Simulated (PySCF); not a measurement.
**Exercise with solution: oscillator strength and radiative lifetime**

In(NH2)3 (H6InN3), SMILES [NH2][In]([NH2])[NH2].

Geometry optimised at B3LYP-D3(BJ)/def2-SVP. The def2 effective core potentials stand for the cores of In; spin–orbit coupling is left out. Other conformers were not sampled.

TDDFT-PBE/def2-SVPD (PySCF) puts the first singlet state with f over 0.02 at 3.95 eV (vertical), with the transition dipole (0.000, 0.000, -0.496) in atomic units.

Task: Find the oscillator strength, the wavelength and the radiative lifetime that this transition would have in vacuum if emission retraced absorption.

Result: 
|μ|² = 0.2460 au, so |μ| = 1.26 D. ΔE = 3.95/27.211 = 0.1452 hartree. f = (2/3) ΔE |μ|² = 0.024 (the program prints 0.024).
λ = 1239.84/3.95 = 314 nm; ν = 31859 cm⁻¹.
Einstein's coefficient A = 0.6670 ν² f s⁻¹ (ν in cm⁻¹) = 1.6e7 s⁻¹, so τ = 1/A = 62 ns. This state is S1. The figure is the radiative limit of this one transition; relaxation, internal conversion, crossing to triplets and a medium change what is measured.
